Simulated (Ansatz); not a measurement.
`[H]/C=C/c1ccc(/C=C/c2ccc(/C=C/c3ccc(/C=C/c4ccccc4)cc3)cc2)cc1`. Total charge 0; triplet. Geometry r2SCAN-D4/def2-SVP, that of the neutral singlet; atoms count from 1.

Cartesian coordinates in Å:
```
H 12.701 0.220 5.544
C 11.686 0.442 5.204
C 10.999 -0.444 4.460
C 9.644 -0.293 3.927
C 9.073 -1.349 3.184
C 7.790 -1.265 2.660
C 7.001 -0.109 2.852
C 5.649 0.042 2.338
C 4.941 -0.874 1.627
C 3.587 -0.729 1.120
C 2.800 0.435 1.303
C 1.511 0.521 0.804
C 0.923 -0.551 0.087
C -0.425 -0.515 -0.454
C -1.312 0.511 -0.365
C -2.661 0.547 -0.903
C -3.254 -0.528 -1.610
C -4.545 -0.443 -2.104
C -5.329 0.722 -1.925
C -6.688 0.864 -2.422
C -7.413 -0.068 -3.092
C -8.776 0.075 -3.590
C -9.381 -1.021 -4.242
C -10.683 -0.942 -4.737
C -11.416 0.239 -4.595
C -10.832 1.338 -3.952
C -9.533 1.260 -3.457
C -4.738 1.794 -1.222
C -3.443 1.709 -0.725
C 1.709 -1.709 -0.098
C 3.002 -1.795 0.403
C 7.576 0.950 3.592
C 8.859 0.864 4.116
H 11.270 1.412 5.496
H 11.483 -1.397 4.213
H 9.663 -2.258 3.021
H 7.393 -2.110 2.092
H 5.180 1.006 2.568
H 5.411 -1.838 1.398
H 3.211 1.288 1.850
H 0.942 1.439 0.971
H -0.727 -1.427 -0.982
H -1.009 1.423 0.164
H -2.687 -1.449 -1.773
H -4.959 -1.299 -2.645
H -7.148 1.837 -2.215
H -6.956 -1.045 -3.293
H -8.810 -1.949 -4.356
H -11.127 -1.808 -5.238
H -12.437 0.305 -4.982
H -11.399 2.268 -3.838
H -9.099 2.133 -2.963
H -5.318 2.709 -1.067
H -3.014 2.558 -0.183
H 1.284 -2.555 -0.648
H 3.585 -2.708 0.243
H 6.988 1.859 3.754
H 9.261 1.708 4.683
```

Single mean-field runs in def2-TZVP are fitted with def2-universal-jkfit. At PBE0-D4/def2-TZVP a singlet of charge 0 lies 1.93 eV below the triplet at the same geometry.

Question: Estimate the Mulliken populations of the heavy atoms from the PBE0/def2-TZVP orbitals of Ansatz.

Answer: 
```
atom  charge (e)  spin (α − β)
  C2       -0.25          0.12
  C3       -0.22         -0.07
  C4        0.28          0.13
  C5       -0.19         -0.07
  C6       -0.22          0.11
  C7        0.29         -0.08
  C8       -0.18          0.31
  C9       -0.20         -0.10
 C10        0.32          0.27
 C11       -0.22         -0.05
 C12       -0.23          0.12
 C13        0.31          0.10
 C14       -0.20          0.23
 C15       -0.19          0.34
 C16        0.31          0.00
 C17       -0.22          0.15
 C18       -0.21         -0.09
 C19        0.31          0.25
 C20       -0.21         -0.12
 C21       -0.16          0.26
 C22        0.28         -0.06
 C23       -0.21          0.07
 C24       -0.12         -0.04
 C25       -0.12          0.09
 C26       -0.12         -0.04
 C27       -0.21          0.08
 C28       -0.21         -0.08
 C29       -0.21          0.15
 C30       -0.21          0.13
 C31       -0.22         -0.04
 C32       -0.19          0.09
 C33       -0.22         -0.06
```
Mulliken values depend strongly on the basis.

Question: Where does the spin sit?

Answer: Summed by element: H -0.10, C 2.10, of 2 unpaired in all. Largest on single atoms: C15 0.34, C8 0.31, C10 0.27.

Question: And the Mayer bond orders between heavy atoms (over 0.3)?

Answer: C2–C3 1.88 (1.34 Å); C3–C4 1.03 (1.46 Å); C4–C5 1.28 (1.41 Å); C4–C33 1.28 (1.41 Å); C5–C6 1.50 (1.39 Å); C6–C7 1.29 (1.41 Å); C7–C8 1.09 (1.45 Å); C7–C32 1.26 (1.41 Å); C8–C9 1.56 (1.36 Å); C9–C10 1.18 (1.45 Å); C10–C11 1.18 (1.42 Å); C10–C31 1.17 (1.41 Å); C11–C12 1.63 (1.38 Å); C12–C13 1.16 (1.42 Å); C13–C14 1.28 (1.45 Å); C13–C30 1.15 (1.41 Å); C14–C15 1.35 (1.36 Å); C15–C16 1.24 (1.45 Å); C16–C17 1.19 (1.42 Å); C16–C29 1.19 (1.41 Å); C17–C18 1.59 (1.38 Å); C18–C19 1.22 (1.42 Å); C19–C20 1.12 (1.45 Å); C19–C28 1.21 (1.41 Å); C20–C21 1.65 (1.36 Å); C21–C22 1.05 (1.46 Å); C22–C23 1.32 (1.41 Å); C22–C27 1.33 (1.41 Å); C23–C24 1.45 (1.39 Å); C24–C25 1.41 (1.40 Å); C25–C26 1.39 (1.40 Å); C26–C27 1.48 (1.39 Å); C28–C29 1.54 (1.39 Å); C30–C31 1.58 (1.39 Å); C32–C33 1.51 (1.39 Å).
